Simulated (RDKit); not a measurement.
Input file for RDKit: UFF on CH7NSn (SMILES C[NH][SnH3]), a point of a torsion scan.

```python
from rdkit import Chem
from rdkit.Chem import AllChem, rdDetermineBonds

blocks = [
'''10

C    -1.25438042   -0.25578772    0.38548632
N    -1.23711937   -0.07739020   -1.05062561
Sn   -1.24139975    1.69114063   -1.96934946
H    -1.62290469    0.64856231    0.86410647
H    -1.91528868   -1.08347079    0.64888636
H    -0.26112576   -0.46110704    0.79705553
H    -0.71783057   -0.82040204   -1.49271002
H    -1.38424207    1.31006667   -3.57082779
H     0.09291504    2.68463085   -1.72152040
H    -2.57893429    2.46321279   -1.37722071
''',
]
mol = None
for b in blocks:
    f = Chem.MolFromXYZBlock(b)
    rdDetermineBonds.DetermineBonds(f, charge=0)
    mol = f if mol is None else Chem.CombineMols(mol, f)
Chem.SanitizeMol(mol)
print(Chem.MolToSmiles(Chem.RemoveHs(mol)))
ff = AllChem.UFFGetMoleculeForceField(mol, vdwThresh=100.0, ignoreInterfragInteractions=False)
e = ff.CalcEnergy()
print(f'UFF energy {e:.6f} kcal/mol')
```

The log:

```
C[NH][SnH3]
UFF energy 17.897710 kcal/mol
```

The run finished.

Cost: about 0.020 core-seconds (a rough figure).
